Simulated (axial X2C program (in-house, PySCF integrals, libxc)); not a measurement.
# Potential curves of CaBr⁻, with spin–orbit coupling

Computed with an in-house relativistic program for diatomic molecules. Two-component (2c) means X2C with spin–orbit coupling and atomic mean-field two-electron Coulomb and Gaunt terms. Basis: Br dyall-acv3z [9s10p7d5f1g], Ca dyall-acv3z [12s13p7d5f] (cores contracted in-house); Gaussian nuclei, density fitting, unrestricted open shells. Masses: Br 78.918 u, Ca 39.963 u.

State: Ω = 0 (closed shell). Energies in eV from the fragments at the same level (Br- + Ca). Fits are polynomials in 1 − R0/R over 0.85 to 1.23 times the lowest point R0.

```tsv
R (Å)	PBE0
2.3681	-1.1880
2.4770	-1.4606
2.5587	-1.5729
2.6403	-1.6283
2.7220	-1.6422
2.8173	-1.6209
2.9125	-1.5722
3.0350	-1.4846
3.1847	-1.3586
3.4025	-1.1671
```

The state is a single determinant with fixed occupations, the lowest that a limited PBE0 search found. De is counted from the lowest determinant-based energies of the atoms at the same level, without counterpoise correction. The highest occupied level of some functionals is positive through self-interaction error; at Hartree–Fock it is bound.

(1) What are Re, ωe and De at the PBE0 level?

Results:

(1) At PBE0, 2c: Re = 2.714 Å, ωe ≈ 218 cm⁻¹, De = 1.64 eV to Br- + Ca; Be follows as 0.0863 cm⁻¹.
